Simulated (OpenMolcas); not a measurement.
## Multiconfigurational calculation on Si

Input:

```
&GATEWAY
Coord
1

Si 0.0 0.0 0.0
Basis=ANO-RCC-VTZP
Group=XYZ
NoMove
AngMom=0.0 0.0 0.0
AMFI
&SEWARD
* reference wave functions (RASSCF and RASSI steps not shown): 4 electrons in 4 orbitals (3s 3p)
>>> COPY JOB001 $Project.JobIph
&CASPT2
Multistate=3 1 2 3
Frozen=1 0
IPEA=0.25
Imaginary=0.1
MaxIter=60
WThr=0.0 0.3 0.05
PrWF=0.5
NoMix
>>> COPY JOB002 $Project.JobIph
&CASPT2
Multistate=6 1 2 3 4 5 6
Frozen=1 0
IPEA=0.25
Imaginary=0.1
MaxIter=60
WThr=0.0 0.3 0.05
PrWF=0.5
NoMix
>>> COPY JOB003 $Project.JobIph
&CASPT2
Multistate=1 1
Frozen=1 0
IPEA=0.25
Imaginary=0.1
MaxIter=60
WThr=0.0 0.3 0.05
PrWF=0.5
NoMix
...
```

Output, cut to the results:

```
--- CASPT2 ---
Orbital specifications:
      -----------------------

      Symmetry species                           1   2
                                                ag  au
      Frozen orbitals                            1   0
      Inactive orbitals                          1   3
      Active orbitals                            1   3
      Secondary orbitals                        12  13
      Deleted orbitals                           0   0
      Number of basis functions                 15  19
Type of calculation                        MS-CASPT2
      Fock operator                              state-specific
      IPEA shift                                 0.25
      Real shift                                 0.00
      Imaginary shift                            0.10
      The input orbitals will be transformed to quasi-canonical
Reference energy:        -289.4669683935
      E2 (Non-variational):      -0.0715381566
      Shift correction:          -0.0002400447
      E2 (Variational):          -0.0717782012
      Total energy:            -289.5387465947
      Residual norm:              0.0000000737
      Reference weight:           0.96609
      Contributions to the CASPT2 correlation energy
      Active & Virtual Only:         -0.0522145783
      One Inactive Excited:          -0.0056579102
      Two Inactive Excited:          -0.0136656680
Reference energy:        -289.4669683935
      E2 (Non-variational):      -0.0715381486
      Shift correction:          -0.0002400446
      E2 (Variational):          -0.0717781932
      Total energy:            -289.5387465867
      Residual norm:              0.0000000737
      Reference weight:           0.96609
      Contributions to the CASPT2 correlation energy
      Active & Virtual Only:         -0.0522145704
      One Inactive Excited:          -0.0056579102
      Two Inactive Excited:          -0.0136656681
::    CASPT2 Root  1     Total energy:   -289.53874659
::    CASPT2 Root  2     Total energy:   -289.53874659
::    CASPT2 Root  3     Total energy:   -289.53874658
::    MS-CASPT2 Root  1     Total energy:   -289.53874659
::    MS-CASPT2 Root  2     Total energy:   -289.53874659
::    MS-CASPT2 Root  3     Total energy:   -289.53874658
--- CASPT2 ---
Orbital specifications:
      -----------------------

      Symmetry species                           1   2
                                                ag  au
      Frozen orbitals                            1   0
      Inactive orbitals                          1   3
      Active orbitals                            1   3
      Secondary orbitals                        12  13
      Deleted orbitals                           0   0
      Number of basis functions                 15  19
Type of calculation                        MS-CASPT2
      Fock operator                              state-specific
      IPEA shift                                 0.25
      Real shift                                 0.00
      Imaginary shift                            0.10
      The input orbitals will be transformed to quasi-canonical
Reference energy:        -289.4266413530
      E2 (Non-variational):      -0.0854319430
      Shift correction:          -0.0004373705
      E2 (Variational):          -0.0858693135
      Total energy:            -289.5125106665
      Residual norm:              0.0000001268
      Reference weight:           0.95158
      Contributions to the CASPT2 correlation energy
      Active & Virtual Only:         -0.0659861805
      One Inactive Excited:          -0.0057562272
      Two Inactive Excited:          -0.0136895353
Reference energy:        -289.4266413530
      E2 (Non-variational):      -0.0853966483
      Shift correction:          -0.0004358406
      E2 (Variational):          -0.0858324889
      Total energy:            -289.5124738420
      Residual norm:              0.0000001169
      Reference weight:           0.95165
      Contributions to the CASPT2 correlation energy
      Active & Virtual Only:         -0.0659502460
      One Inactive Excited:          -0.0057567363
      Two Inactive Excited:          -0.0136896660
::    CASPT2 Root  1     Total energy:   -289.51251067
::    CASPT2 Root  2     Total energy:   -289.51247384
::    CASPT2 Root  3     Total energy:   -289.51253048
::    CASPT2 Root  4     Total energy:   -289.51245732
::    CASPT2 Root  5     Total energy:   -289.51252010
::    CASPT2 Root  6     Total energy:   -289.47677810
::    MS-CASPT2 Root  1     Total energy:   -289.51259664
::    MS-CASPT2 Root  2     Total energy:   -289.51254423
::    MS-CASPT2 Root  3     Total energy:   -289.51247369
::    MS-CASPT2 Root  4     Total energy:   -289.51246111
::    MS-CASPT2 Root  5     Total energy:   -289.51242391
::    MS-CASPT2 Root  6     Total energy:   -289.47677093
--- CASPT2 ---
Orbital specifications:
      -----------------------

      Symmetry species                           1   2
                                                ag  au
      Frozen orbitals                            1   0
      Inactive orbitals                          1   3
      Active orbitals                            1   3
      Secondary orbitals                        12  13
      Deleted orbitals                           0   0
      Number of basis functions                 15  19
Type of calculation                        SS-CASPT2
      Fock operator                              state-specific
      IPEA shift                                 0.25
      Real shift                                 0.00
      Imaginary shift                            0.10
      The input orbitals will be transformed to quasi-canonical
Reference energy:        -289.3637624654
      E2 (Non-variational):      -0.0409570922
      Shift correction:          -0.0001322859
      E2 (Variational):          -0.0410893781
      Total energy:            -289.4048518436
      Residual norm:              0.0000002977
      Reference weight:           0.98218
...
```

Levels above the lowest, from the spin-orbit matrix with the single-state CASPT2 energies, averaged by term, on its diagonal:

```tsv
Configuration	Term	J	E (cm⁻¹)	Measured (cm⁻¹)	Term weight %
3s² 3p²	³P	0	0.0	0.0	100
3s² 3p²	³P	1	69.0	77.1	100
3s² 3p²	³P	2	200	223	100
3s² 3p²	¹D	2	5900	6299	100
3s² 3p²	¹S	0	13740	15394	100
3s 3p³	⁵S°	2	29520	33326	100
3s 3p³	³D°	2	45140		100
3s 3p³	³D°	1	45140		100
3s 3p³	³D°	3	45140	45322	100
3s 3p³	³P°	0	57020		100
3s 3p³	³P°	1	57020		100
3s 3p³	³P°	2	57020		100
```

Against the 6 measured excited levels shown (NIST Handbook of Basic Atomic Spectroscopic Data) the mean absolute deviation is 1000 cm-1; the largest miss in energy is 3s 3p³ ⁵S°₂: computed 29520, measured 33326 cm⁻¹ (-11.4 %).

Term energies are means over components that CASPT2 splits; among the terms shown or strongly mixed into the levels shown the widest spread is 800 cm-1 (3s 3p³ ³D°). Over all roots computed the reference weight is 0.85 to 0.98; the roots of lowest weight are the least certain, and an intruder state may touch them. Terms from blocks run as CI alone lack orbitals of their own. Terms of s pⁿ other than that of highest spin mix with s² pⁿ⁻² d, which this space lacks; all of them can be thousands of cm-1 off, and some have no real level of that name. Computed and measured levels are paired by configuration, term and J; levels that our copy of the source lacks, or whose pairing is in doubt (as where it misses far off the trend of its configuration), stay unpaired and out of the deviations. Only configurations of the active space appear. The first state left out of the spin-orbit step lies near 91000 cm-1 above the lowest spin-free state of the reference (among the parities and spins computed), and the list stops at four fifths of that energy or lower.

The term weight is that of the spin-free term in the level, not the purity of its configuration. ° marks odd parity.
